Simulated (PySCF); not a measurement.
**Stationary points of Pb(OH)2**

Level of theory: PySCF, PBE0, basis Pb def2-TZVP with ECP60, O def2-TZVP, H def2-TZVP (scalar-relativistic core potentials, no spin–orbit coupling, density fitting).

Relaxations began from a few typed shapes. The search is not exhaustive: other isomers or separated fragments can lie lower, and high-lying points may rest on an excited occupation.

Problem. Which is the lowest minimum found?
A. singlet C2v: O–H 0.961 Å (×2), Pb–O 2.088 Å (×2); H–O–Pb 116.4° (×2), O–Pb–O 98.7°
B. singlet D∞h: O–H 0.960 Å (×2), Pb–O 2.161 Å (×2); H–O–Pb 180.0° (×2), O–Pb–O 180.0°

Solution. A. The others lie at 147.9 (singlet D∞h, a saddle point) kJ/mol above it.

For the lowest minimum: with an element this heavy the missing spin–orbit coupling can shift these numbers.
